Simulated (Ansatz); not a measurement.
CH₃OH + `[CH3][Al]([Cl])[Cl]` → `C[OH+][Al-]([CH3])([Cl])[Cl]`  (adduct formation)

Isolated molecules relaxed with PBE0-D4/def2-TZVP in Ansatz; ΔE leaves out vibrations. CCSD(T)/CBS adds triple-zeta CCSD(T) − MP2 to the extrapolated MP2 energy (def2 sets, frozen cores). This one scheme is used for every species. DFT in def2-TZVPP. One conformer a species, not always the lowest.

| level | ΔE (kJ/mol) |
| --- | --- |
| BHLYP | -111.8 |
| HF/def2-SVP | -123.5 |

(1) What does CCSD(T)/CBS give? (Estimate.)

Largest T1 diagnostic among the species: 0.009.

Results:

(1) The calculation gave: -122.6 kJ/mol. The listed levels differ from it by 10.8, -0.9 kJ/mol.

At CCSD(T), def2-SVP lies −11.6 kJ/mol from the extrapolated value and def2-TZVPP +1.8 kJ/mol. In def2-TZVPP, CCSD(T) changes the Hartree–Fock value by −16.8 kJ/mol (the triples alone add −2.3 kJ/mol) and MP2 by −19.2 kJ/mol. From BLYP to BHLYP (50 % exact exchange), in def2-TZVPP and without D4, ΔE moves by −26.0 kJ/mol.

CCSD(T)/CBS has its own doubt, a few kJ/mol and more with outer-core shells, so smaller differences from it don't rank the levels.
